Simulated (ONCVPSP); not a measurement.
## carbon, ONCV: configuration errors across variants

```json
{
 "Element": "C",
 "Generator": "ONCVPSP 4.0.1",
 "Type": "optimised norm-conserving Vanderbilt (ONCV)",
 "Functional": "PBE",
 "Relativity": "scalar-relativistic",
 "Frozen core": "[He]",
 "Valence charge": "4",
 "Reference configuration": "2s2 (charge +2)",
 "Partial waves": "2s: rc 1.20 bohr, ncon 4, nbas 8, qcut 5.3 1/bohr, 3 projectors, debl 2.9 Ha; p scattering state at 0.06 Ha: rc 1.10 bohr, ncon 4, nbas 7, qcut 8.2 1/bohr, 2 projectors, debl 3.4 Ha; d scattering state at 0.33 Ha: rc 0.95 bohr, ncon 4, nbas 7, qcut 9.4 1/bohr, 2 projectors, debl 2 Ha",
 "Local potential": "polynomial inside 0.65 bohr (lpopt 5, dvloc0 2 Ha)",
 "Core correction": "Teter function, fcfact 3, rcfact 1.2"
}
```

In the p channel the program set the typed energies aside and used 0.050, 3.450 Ha.

All-electron excitation energies from the reference (eV): (1) 2s2 2p2 -35.017; (2) 2s2 2p1 -24.156; (3) 2s1 48.194; (4) 2s2 2p1.5 -31.054.

Errors AE − PS in meV (a dash: test not solved or not reliable):

| change | (1) | (2) | (3) | (4) | bound ghosts | GHOST(+) flags above zero |
| --- | --- | --- | --- | --- | --- | --- |
| base | +172 | +89 | +40 | +138 | none | s |
| core correction Teter function, fcfact 7.7, rcfact 1.2 | +148 | +75 | +35 | +118 | none | s |
| s: qcut 5.8; p: qcut 8.9; d: qcut 10.2 | +150 | +78 | +45 | +122 | none | s |
| s: debl 3.8 | +172 | +89 | +40 | +138 | none | s |
| p: nbas 9 | +185 | +96 | +40 | +149 | none | s |
| d: qcut 10.8 | +172 | +89 | +40 | +138 | none | s |
| p: ncon 3, nbas 6 | +200 | +104 | +40 | +161 | none | s |
| s: qcut 7.3 | +147 | +78 | +55 | +119 | none | s |

Problem. Give the same row for: all radii but the core radius scaled by about 0.91 (s 1.10, p 1.00, d 0.86 bohr); local potential polynomial inside 0.60 bohr (lpopt 5, dvloc0 2 Ha).

Solution. +141, +73, +46, +114; bound ghosts: none; GHOST(+) flags above zero: s.
